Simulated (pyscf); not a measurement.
`[F][CH]1[CH]=[CH]1` → `[C]=[CH][CH2][F]` [singlet], a rearrangement (singlet surface; C–C, C–H broken, C–H formed). Optimised with ωB97X-D3(BJ)/def2-SVP in PySCF. MP2 and CC: frozen core, UHF for open shells. ΔMP2 is the change of the MP2 total energy from the triple- to the quadruple-zeta basis. Energies in kcal/mol from the reactant's lowest minimum found.

Small-basis levels: PySCF, no dispersion term, spherical d functions. 

### Question
In single points B3LYP/LANL2DZ puts the saddle at 52.9 kcal/mol and the reaction energy at +29.8 kcal/mol. Should these be trusted to within a few kcal/mol? Compare with CCSD(T)/def2-TZVPP + ΔMP2(QZVPP).

### Answer
CCSD(T)/def2-TZVPP + ΔMP2(QZVPP) gives ΔE‡ = 46.5 kcal/mol and ΔE = +35.9 kcal/mol. B3LYP/LANL2DZ lies 6.4 kcal/mol over it in the barrier and 6.1 kcal/mol under it in the reaction energy, so on this step it does not hold to within 3.0 kcal/mol. CCSD(T)/def2-TZVPP + ΔMP2(QZVPP) has limits of its own. cyclic C₃H₃F (SMILES FC1C=C1) lies 9.6 kcal/mol over its isomer H₂C=C=CH–F (electronic energy, ωB97M-D3(BJ)/def2-TZVP). :C=CH–CH₂–F [singlet] lies 44.9 kcal/mol over its isomer H₂C=C=CH–F (electronic energy, ωB97M-D3(BJ)/def2-TZVP). One saddle was located; it need not be the lowest between these sides. The CCSD(T) − MP2 part came from Ansatz, without density fitting, on the same reference.
